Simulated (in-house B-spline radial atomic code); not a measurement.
# Functionals against NIST's ionisation energies along a row: Mg⁺ to Ar⁺

Ionisation energies as differences of self-consistent total energies from an all-electron radial atomic-structure program (B-spline basis): all electrons, radial basis limit, scalar-relativistic (one-electron X2C), spin-polarised at highest spin, spherical densities; exact exchange is averaged over the determinants of each configuration. No spin-orbit coupling, Breit or QED terms. NIST's values run from ground level to ground level, so in open shells the differences also hold multiplet and fine-structure energies that spherical high-spin averages miss. Columns give computed minus NIST, in eV; a star marks a semi-empirical value. Species are left out where the tabulated value is theory, is uncertain by more than 0.12 eV, or (13 ions, such as In⁴⁺, Te⁴⁺ and Bi⁴⁺) lies off its series for all methods alike, which flatters the means a little.

```tsv
species	shell	NIST (eV)	RPBE	TPSSh	BHandHLYP	r2SCAN0
Mg⁺	3s	15.04	+0.29	+0.05	+0.29	+0.03
Al⁺	3s	18.83	-0.06	-0.19	-0.11	-0.39
Si⁺	3p	16.35	-0.10	-0.08	-0.15	-0.09
P⁺	3p	19.77*	+0.10	+0.18	-0.12	+0.23
S⁺	3p	23.34	+0.03	+0.22	-0.16	+0.41
Cl⁺	3p	23.81	-0.26	-0.26	-0.10	-0.40
Ar⁺	3p	27.63	+0.02	+0.09	-0.10	+0.08
```

(1) How do the methods rank, and which species is hardest?

## Answers

(1) Mean absolute (signed) differences: RPBE 0.12 (0.00) eV; BHandHLYP 0.15 (-0.06) eV; TPSSh 0.15 (0.00) eV; r2SCAN0 0.23 (-0.02) eV. For Cl⁺, which loses a 3p electron, the nearest method is off by -0.10 eV, the largest such miss. The first two are tied within the accuracy of the references.
